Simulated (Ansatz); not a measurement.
## Ligand exchange: C2H2BrF + NaI → C2H2FI + NaBr

Species: C2H2BrF `C=C(F)Br`, singlet; NaI (Sodium Iodide), singlet; C2H2FI `C=C(F)I`, singlet; NaBr, singlet. The partners trade Br for I: C–Br and Na–I bonds give way to C–I and Na–Br.

Shapes, held fixed at every level: PBE0-D4/def2-TZVP. Programs: Ansatz 0.2.0. Electronic energies: no zero-point or thermal term.

```csv
level,kind,ΔE (kJ/mol),less CCSD(T)/def2-TZVPP
HF/def2-TZVPP,Hartree–Fock,+14.2,+9.2
B3LYP-D4/def2-TZVPP,global hybrid,+3.7,-1.3
r2SCAN0-D4/def2-TZVPP,global hybrid,+9.7,+4.7
wB97M-V/def2-TZVPP,range-separated hybrid,+7.2,+2.2
MP2/def2-TZVPP,perturbation theory,+6.6,+1.6
CCSD/def2-SVP,coupled cluster or CI,+14.8,+9.8
CCSD/def2-TZVPP,coupled cluster or CI,+6.6,+1.6
CCSD(T)/def2-TZVPP,coupled cluster or CI,+5.0,0.0
```

The highest level, CCSD(T)/def2-TZVPP, gives ΔE = +5.0 kJ/mol; the levels span +3.7 to +14.8. The column of differences is taken from that level and isn't an error. No measured value is set beside it here. For atoms past krypton def2 sets carry core potentials with scalar relativity. Relativity is left out for Br unless named. Correlated rows may include outer-core shells of Br, I, Na, which these sets cover unevenly.
